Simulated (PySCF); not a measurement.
All values below come from PBE-D3(BJ)/def2-TZVP // B3LYP-D3(BJ)/def2-TZVP in PySCF. Gas-phase values, no solvent. 

Reference species (SMILES): `C=[SiH]` (neutral, multiplicity 2).

```
Quantity       Result
-------------  ------
dipole moment  0.51 D
```

Changed species: `[CH]=[SiH2]` (H atom removed from C1; the reference has H atom removed from Si2).

What does the change do to the dipole moment?

the dipole moment rises by 0.14 D, to 0.65 D.
